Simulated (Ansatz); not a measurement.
## Nudged elastic band run: AlBrH$_{4}$

input.yaml

```yaml
crystal:
  periodic: [false, false, false]
  atoms:
    - { symbol: Al, position_ang: [-0.000126, 0.200272, -0.004693] }
    - { symbol: H, position_ang: [-0.006304, 0.747293, 1.490495] }
    - { symbol: H, position_ang: [1.370406, 0.132758, -0.804117] }
    - { symbol: H, position_ang: [-1.374538, 0.054278, -0.786781] }
    - { symbol: Br, position_ang: [0.084252, -2.542567, 0.970477] }
    - { symbol: H, position_ang: [0.082009, -2.123733, 2.339319] }
basis:
  gaussian: { orbitals: def2-SVP }
hamiltonian:
  xc: b3lyp
neb:
  order_check: false
  images: 5
  f_tol: 0.05
  max_iterations: 60
  final_atoms:
    - { symbol: Al, position_ang: [0.02231153, -0.63217627, -0.23269665] }
    - { symbol: H, position_ang: [0.00933479, 0.29266191, 2.01561216] }
    - { symbol: H, position_ang: [1.39333188, 0.11376108, -0.44495294] }
    - { symbol: H, position_ang: [-1.39118662, 0.03534065, -0.42668063] }
    - { symbol: Br, position_ang: [0.08819464, -2.88423946, 0.13175488] }
    - { symbol: H, position_ang: [0.03371278, -0.45704691, 2.16166317] }
  initial_path:
    images:
      - { positions_ang: [[-0.000126, 0.200272, -0.004693], [-0.006304, 0.747293, 1.490495], [1.370406, 0.132758, -0.804117], [-1.374538, 0.054278, -0.786781], [0.084252, -2.542567, 0.970477], [0.082009, -2.123733, 2.339319]] }
      - { positions_ang: [[-0.00090891, 0.13829966, 0.00233463], [-0.00332967, 0.48554769, 1.63555232], [1.36241672, 0.10124554, -0.79169482], [-1.36820797, 0.0472533, -0.77778044], [0.09539732, -2.55409936, 0.91362043], [0.07033151, -1.74994583, 2.22266788]] }
      - { positions_ang: [[-0.00169182, 0.07632733, 0.00936225], [-0.00035534, 0.22380237, 1.78060964], [1.35442745, 0.06973308, -0.77927264], [-1.36187795, 0.0402286, -0.76877988], [0.10654264, -2.56563171, 0.85676386], [0.05865402, -1.37615867, 2.10601677]] }
      - { positions_ang: [[-0.00247472, 0.01435499, 0.01638988], [0.00261899, -0.03794294, 1.92566697], [1.34643817, 0.03822062, -0.76685047], [-1.35554792, 0.0332039, -0.75977933], [0.11768795, -2.57716407, 0.7999073], [0.04697654, -1.0023715, 1.98936565]] }
      - { positions_ang: [[0.00578736, -0.20115543, -0.06663896], [0.00485759, 0.07225868, 1.9556487], [1.36206941, 0.06340077, -0.65955129], [-1.36742749, 0.03391615, -0.64874643], [0.10785685, -2.67952253, 0.57718982], [0.04255528, -0.82059664, 2.04679816]] }
      - { positions_ang: [[0.01404945, -0.41666585, -0.1496678], [0.00709619, 0.1824603, 1.98563043], [1.37770064, 0.08858093, -0.55225211], [-1.37930705, 0.0346284, -0.53771353], [0.09802574, -2.78188099, 0.35447235], [0.03813403, -0.63882178, 2.10423067]] }
      - { positions_ang: [[0.02231153, -0.63217627, -0.23269665], [0.00933479, 0.29266191, 2.01561216], [1.39333188, 0.11376108, -0.44495294], [-1.39118662, 0.03534065, -0.42668063], [0.08819464, -2.88423946, 0.13175488], [0.03371278, -0.45704691, 2.16166317]] }
```

Run as:

```bash
$ ansatz run input.yaml --threads 1 --pin off --max-ram 2048MiB --backend cpu --events-out ev --progress --plain --runs-dir out
```

Output, in part (warnings, iteration lines, the closing report on the highest movable image, with atoms numbered from 0):

```
NEB end point (image 0): max|allowed force component| = 7.422e-3 eV/Å (the criterion of neb.relax_end_points is 1.000e-2)
NEB end point (image 6): max|allowed force component| = 1.789e-2 eV/Å (the criterion of neb.relax_end_points is 1.000e-2)
NEB iter   1: max|band force component| = 2.506e0 eV/Å  barrier→ = 0.7500 eV  barrier← = 1.9960 eV  Δτ_max = 0.2000 Å  (152 SCF iters)
NEB iter   2: max|band force component| = 9.013e-1 eV/Å  barrier→ = 0.2029 eV  barrier← = 1.4489 eV  Δτ_max = 0.0984 Å  (125 SCF iters)
NEB iter   3: max|band force component| = 1.052e0 eV/Å  barrier→ = 0.1442 eV  barrier← = 1.3903 eV  Δτ_max = 0.0485 Å  (117 SCF iters)
NEB iter   4: max|band force component| = 1.557e-1 eV/Å  barrier→ = 0.1043 eV  barrier← = 1.3504 eV  CI = image 2  Δτ_max = 0.0974 Å  (110 SCF iters)
NEB iter   5: max|band force component| = 3.421e-1 eV/Å  barrier→ = 0.1133 eV  barrier← = 1.3593 eV  CI = image 2  Δτ_max = 0.0491 Å  (106 SCF iters)
NEB iter   6: max|band force component| = 1.144e-1 eV/Å  barrier→ = 0.1112 eV  barrier← = 1.3573 eV  CI = image 2  Δτ_max = 0.0633 Å  (107 SCF iters)
NEB iter   7: max|band force component| = 1.022e-1 eV/Å  barrier→ = 0.1136 eV  barrier← = 1.3597 eV  CI = image 2  Δτ_max = 0.0268 Å  (107 SCF iters)
NEB iter   8: max|band force component| = 4.851e-2 eV/Å  barrier→ = 0.1145 eV  barrier← = 1.3605 eV  CI = image 2  Δτ_max = 0.0000 Å  (216 SCF iters)
Total energy: -76698.59048849 eV, -2818.6212122800 hartree
Atom 0 at     0.006682    -0.015105     0.042805 Å, force     0.002639    -0.039876     0.017427 eV/Å
Atom 1 at     0.012901     0.167421     1.667251 Å, force    -0.002120     0.020784    -0.000170 eV/Å
Atom 2 at     1.403748     0.152618    -0.670434 Å, force     0.006499     0.003135    -0.004640 eV/Å
Atom 3 at    -1.406908     0.074286    -0.651689 Å, force    -0.007174     0.002696    -0.004132 eV/Å
Atom 4 at     0.086832    -2.634944     1.069606 Å, force    -0.001904     0.033343    -0.014824 eV/Å
Atom 5 at     0.052443    -1.275975     1.747161 Å, force     0.002060    -0.020081     0.006339 eV/Å
Dipole moment:    -0.000250     0.023994     0.096892 e Å
```

The run converged. A vibrational analysis at the climbing image gives one clearly imaginary mode, 292i cm⁻¹: a first-order saddle point. The orbitals stay closed-shell, which can raise the energy where a bond breaks towards radicals; this wasn't checked here.

Final band (atoms are numbered from 1 in the order of the input):

| image | path coordinate (Å) | energy (kcal/mol) | Al1–H2 (Å) | Br5–H6 (Å) | Al1–Br5 (Å) |
| --- | --- | --- | --- | --- | --- |
| 0 | 0.00 | 0.0 | 1.59 | 1.43 | 2.91 |
| 1 | 0.63 | 1.3 | 1.60 | 1.44 | 2.92 |
| 2 | 1.25 | 2.6 | 1.63 | 1.52 | 2.82 |
| 3 | 1.68 | -4.6 | 1.76 | 1.83 | 2.58 |
| 4 | 2.12 | -21.1 | 1.99 | 2.22 | 2.37 |
| 5 | 2.55 | -27.7 | 2.22 | 2.68 | 2.30 |
| 6 | 2.98 | -28.7 | 2.43 | 3.16 | 2.28 |

The run took 63 s on 1 thread of Intel(R) Xeon(R) Platinum 8488C (Sapphire Rapids), with other jobs on the host, peak memory 0.16 GiB.
